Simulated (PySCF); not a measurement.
A PySCF script (with the pyscf-properties extension) for the NMR shieldings of `[SiH](C)(C)[SiH2]CC=O`, C4H12OSi2, on a GFN2-xTB geometry:

```python
import basis_set_exchange as bse
import numpy as np
from pyscf import gto, dft
from pyscf.prop import nmr

atoms = """
C    -1.109958    1.816079   -0.086123
Si   -0.925576    0.057221   -0.787689
C    -2.626959   -0.802084   -0.714684
Si    0.598766   -1.198293    0.446121
C     2.390650   -0.752476   -0.142370
C     2.589327    0.660686    0.184196
O     2.188612    1.592358   -0.471646
H    -0.170997    2.354594   -0.168500
H    -1.865451    2.383991   -0.622543
H    -1.394405    1.801219    0.963367
H    -0.546043    0.143760   -2.212495
H    -2.583246   -1.806774   -1.123326
H    -3.370483   -0.251079   -1.282513
H    -2.990246   -0.881849    0.305901
H     0.559419   -2.660885    0.285978
H     0.607354   -0.992689    1.904483
H     2.417520   -0.906777   -1.218798
H     3.123321   -1.387720    0.345305
H     3.098592    0.839968    1.153243
"""
names = dict.fromkeys(["C", "Si", "O", "H"], "pcSseg-1")
basis = {el: gto.basis.parse(bse.get_basis(n, elements=[el], fmt="nwchem")) for el, n in names.items()}
mol = gto.M(atom=atoms, basis=basis, charge=0, verbose=0)
mf = dft.RKS(mol, xc="PBE0")
mf.grids.level = 2
mf.grids.alignment = dft.numint.BLKSIZE   # the property module wants whole blocks of grid points
mf.conv_tol = 1e-9
mf.kernel()

calc = nmr.RKS(mf)   # GIAO
C = mf.mo_coeff
Co = C[:, mf.mo_occ > 0]
resp = mf.gen_response(singlet=True, hermi=2)
def vind(x):   # induced exchange potential for any number of trial vectors
    d = np.einsum("pi,xij,qj->xpq", C, 2 * x.reshape(-1, C.shape[1], Co.shape[1]), Co, optimize=True)
    return np.einsum("xpq,pi,qj->xij", resp(d - d.transpose(0, 2, 1)), C, Co, optimize=True).ravel()
mo1, _ = nmr.rhf.solve_mo1(calc, with_cphf=vind)
sigma = calc.kernel(mo1)
for i, s in enumerate(sigma):   # ppm
    w = np.linalg.eigvalsh((s + s.T) / 2)
    print("%2d %-2s iso %8.1f  s11 %8.1f  s22 %8.1f  s33 %8.1f" % (i, mol.atom_pure_symbol(i), w.mean(), *w))
```

Q: What are the results?

A: 
```
 0 C  iso    190.1  s11    185.7  s22    191.7  s33    192.7
 1 Si iso    391.9  s11    362.5  s22    402.6  s33    410.4
 2 C  iso    190.1  s11    184.3  s22    191.4  s33    194.8
 3 Si iso    426.5  s11    384.9  s22    426.2  s33    468.5
 4 C  iso    152.7  s11    120.1  s22    147.3  s33    190.7
 5 C  iso    -19.9  s11   -121.8  s22    -38.7  s33    100.7
 6 O  iso   -331.4  s11   -920.1  s22   -426.2  s33    352.1
 7 H  iso     31.0  s11     24.9  s22     29.4  s33     38.6
 8 H  iso     31.5  s11     26.8  s22     28.5  s33     39.1
 9 H  iso     31.9  s11     27.9  s22     29.4  s33     38.3
10 H  iso     27.2  s11     24.4  s22     25.5  s33     31.7
11 H  iso     31.6  s11     26.7  s22     29.1  s33     39.1
12 H  iso     31.4  s11     26.6  s22     28.6  s33     39.0
13 H  iso     31.7  s11     27.5  s22     29.6  s33     38.2
14 H  iso     27.8  s11     23.9  s22     26.4  s33     33.2
15 H  iso     27.8  s11     24.4  s22     26.5  s33     32.5
16 H  iso     29.5  s11     26.2  s22     27.9  s33     34.3
17 H  iso     29.2  s11     26.5  s22     26.7  s33     34.5
18 H  iso     21.7  s11     18.9  s22     20.8  s33     25.4
```

These numbers come from an equivalent density-fitted implementation of the same equations, which agrees with the script to about 0.01 ppm for H and up to a few tenths of a ppm for heavy atoms, so last digits may differ.

Q: Turn these shieldings into chemical shifts. Scale: TMS for 13C (186.93 ppm) and 29Si (349.16 ppm) and 1H (31.72 ppm); 17O (336.08 ppm) against H2O (reference shieldings calculated alike).

A: Averaging equivalent atoms: C 5: 206.9; C 4: 34.2; C 0/2: -3.2; Si 1: -42.7; Si 3: -77.3; O 6: 667.5; H 18: 10.03; H 10: 4.52; H 14/15: 3.90; H 16/17: 2.37; H 7/8/9/11/12/13: 0.20 ppm. Unscaled 17O shifts of doubly bonded oxygen tend to come out too high, by tens of ppm or more. Experimental scales use liquid or dissolved standards, which lie at an offset from isolated H2O (liquid H2O: subtract about 36 ppm).

Size and cost of the density-fitted run: 193 basis functions, 74 s wall time on 1 thread of an Arm Neoverse N1, shared host; peak memory 0.86 GiB.
